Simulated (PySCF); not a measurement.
**Shieldings and the share of exact exchange**

Molecule: `BC[C@@H](C)Cl`, C$_{3}$H$_{8}$BCl.

Molfile (atoms numbered from 1):
```
C3H8BCl
     RDKit          3D

 13 12  0  0  0  0  0  0  0  0999 V2000
    1.6802    0.4003   -0.6691 B   0  0  0  0  0  0  0  0  0  0  0  0
    0.6853   -0.7065   -0.2131 C   0  0  0  0  0  0  0  0  0  0  0  0
   -0.4360   -0.2922    0.7181 C   0  0  1  0  0  0  0  0  0  0  0  0
   -1.4768    0.5837    0.0531 C   0  0  0  0  0  0  0  0  0  0  0  0
   -1.2527   -1.7618    1.3977 Cl  0  0  0  0  0  0  0  0  0  0  0  0
    2.4957    0.1486   -1.5262 H   0  0  0  0  0  0  0  0  0  0  0  0
    1.7029    1.4965   -0.1527 H   0  0  0  0  0  0  0  0  0  0  0  0
    0.2929   -1.2745   -1.0762 H   0  0  0  0  0  0  0  0  0  0  0  0
    1.3498   -1.4391    0.2943 H   0  0  0  0  0  0  0  0  0  0  0  0
   -0.0196    0.2210    1.5975 H   0  0  0  0  0  0  0  0  0  0  0  0
   -2.2802    0.8472    0.7547 H   0  0  0  0  0  0  0  0  0  0  0  0
   -1.0079    1.5159   -0.3017 H   0  0  0  0  0  0  0  0  0  0  0  0
   -1.9243    0.0671   -0.8095 H   0  0  0  0  0  0  0  0  0  0  0  0
  1  2  1  0
  2  3  1  0
  3  4  1  0
  3  5  1  0
  1  6  1  0
  1  7  1  0
  2  8  1  0
  2  9  1  0
  3 10  1  1
  4 11  1  0
  4 12  1  0
  4 13  1  0
M  END
```

GIAO shieldings (ppm, equivalent atoms averaged) in PySCF 2.14.0 with density-fitted response routines on the PBE0-D3(BJ)/def2-SVP geometry, basis pcSseg-2, gas phase, non-relativistic:

```tsv
functional	exact exchange (%)	σ(B1)	σ(C3)	σ(C2)	σ(C4)
BLYP	0	0.3	105.1	118.4	143.9
BP86	0	3.2	110.8	123.3	148.5
PBE	0	0.8	111.1	122.8	148.9
B3LYP	20	6.1	111.9	125.8	149.0
PBE0	25	8.7	119.0	131.9	154.7
mPW1PW91	25	9.7	118.3	131.9	154.1
HF	100	33.5	133.7	148.7	164.0
```

(1) Fit each shielding as a line in the percentage of exact exchange.

(2) What does the line predict for BHandHLYP (50 %), and what does the run give?

Results:

(1) σ(B1) = 1.1 + 0.32 x (rms 1.1 ppm); σ(C3) = 109.7 + 0.25 x (rms 2.6 ppm); σ(C2) = 122.3 + 0.27 x (rms 2.3 ppm); σ(C4) = 147.7 + 0.17 x (rms 2.2 ppm). The functionals also differ in their semilocal parts, which the line can't hold; Hartree–Fock has no correlation at all.

(2) σ(B1): 17.1 predicted, 15.3 computed; σ(C3): 122.2 predicted, 120.5 computed; σ(C2): 135.8 predicted, 134.9 computed; σ(C4): 156.2 predicted, 155.2 computed ppm.
